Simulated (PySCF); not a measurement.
PySCF input file for CF2I, SMILES F[C](I)F (connectivity only; charge and spin as stated), charge +1, multiplicity 1, IEF-PCM-ωB97X/def2-SVP. Geometry optimised at B3LYP-D3(BJ)/def2-SVP. The multiplicity is an assumed one; other spin states were not compared. The isomer is the one that the SMILES or the coordinates give; other isomers of the formula were not compared. The def2 effective core potentials stand for the cores of I; spin–orbit coupling is left out.

```python
import numpy as np
from pyscf import gto, scf, dft
from pyscf.solvent import pcm

mol = gto.M(
    atom='''
    F     0.00000000    1.05808228   -1.90888535
    C    -0.00000000   -0.00000000   -1.22871081
    F     0.00000000   -1.05808228   -1.90888535
    I     0.00000000    0.00000000    0.78740002
    ''',
    basis='def2-SVP',
    ecp={'I': 'def2-svp'},
    charge=1,
    spin=0,
    max_memory=1600,
    verbose=3,
)
mf = dft.RKS(mol, xc='wb97x').density_fit(auxbasis='def2-universal-jkfit')
mf.grids.level = 3
mf.conv_tol = 1e-9
mf.max_cycle = 100
mf.kernel()
res = {}
for name, eps in {'water': 78.355, 'dimethylsulfoxide': 46.826, 'tetrahydrofuran': 7.4257}.items():
    s = mf.PCM()
    s.with_solvent.method, s.with_solvent.eps, s.with_solvent.lebedev_order = 'IEF-PCM', eps, 29
    s.kernel(mf.make_rdm1())
    res[name] = (s.e_tot, eps, s.dip_moment(), s.mo_energy, s.converged)
    print(f'{name}: electrostatic solvation free energy {(s.e_tot - mf.e_tot) * 627.509474:.3f} kcal/mol')
```

Log of the run:

```
converged SCF energy = -534.921413745829

WARN: PCM is an experimental feature. It is still in testing.
Features and APIs may be changed in the future.

converged SCF energy = -535.020581550839

WARN: System has nonzero charge 1; the dipole moment is origin-dependent.
Location of origin: [0. 0. 0.]

Dipole moment(X, Y, Z, Debye):  0.00000, -0.00000, -1.10631
water: electrostatic solvation free energy -62.229 kcal/mol

WARN: PCM is an experimental feature. It is still in testing.
Features and APIs may be changed in the future.

converged SCF energy = -535.019691060474

WARN: System has nonzero charge 1; the dipole moment is origin-dependent.
Location of origin: [0. 0. 0.]

Dipole moment(X, Y, Z, Debye):  0.00000, -0.00000, -1.10378
dimethylsulfoxide: electrostatic solvation free energy -61.670 kcal/mol

WARN: PCM is an experimental feature. It is still in testing.
Features and APIs may be changed in the future.

converged SCF energy = -535.008013151438

WARN: System has nonzero charge 1; the dipole moment is origin-dependent.
Location of origin: [0. 0. 0.]

Dipole moment(X, Y, Z, Debye): -0.00000, -0.00000, -1.07549
tetrahydrofuran: electrostatic solvation free energy -54.342 kcal/mol
```

Self-consistency was reached.
